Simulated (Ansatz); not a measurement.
One change: `O[Si]1(Cl)CN1` becomes `O[SiH]1CN1`.

Ansatz, PBE0-D4/def2-TZVP geometries, multiplicity 1. Each molecule was computed in one conformer, which needn't be the lowest.

```csv
property,`O[Si]1(Cl)CN1`
LUMO energy (B3LYP/def2-TZVPP) / eV,-0.07
HOMO energy (B3LYP/def2-TZVPP) / eV,-6.85
LUMO energy (PBE/def2-TZVPP) / eV,-0.71
size of the dipole moment (ωB97M-V/def2-TZVPP) / D,0.88
HOMO energy (ωB97M-V/def2-TZVPP) / eV,-9.40
HOMO energy (PBE/def2-TZVPP) / eV,-5.74
```

(1) Give the same properties after the change, and the shifts. (Best estimate.)

Answers

(1) Computed: 
```tsv
property	`O[SiH]1CN1`	shift
LUMO energy (B3LYP/def2-TZVPP) / eV	0.39	0.46
HOMO energy (B3LYP/def2-TZVPP) / eV	-6.62	0.23
LUMO energy (PBE/def2-TZVPP) / eV	-0.18	0.53
size of the dipole moment (ωB97M-V/def2-TZVPP) / D	0.65	-0.23
HOMO energy (ωB97M-V/def2-TZVPP) / eV	-9.15	0.25
HOMO energy (PBE/def2-TZVPP) / eV	-5.53	0.21
```

With PBE0 the HOMO rises by 0.25 eV and the LUMO rises by 0.49 eV, so the gap widens by about 0.24 eV. PBE moves the HOMO by 0.21 eV and ωB97M-V by 0.25 eV. Dipoles are sizes alone; their direction can turn.

B3LYP here is the variant with VWN-RPA as its local correlation; programs differ in this.
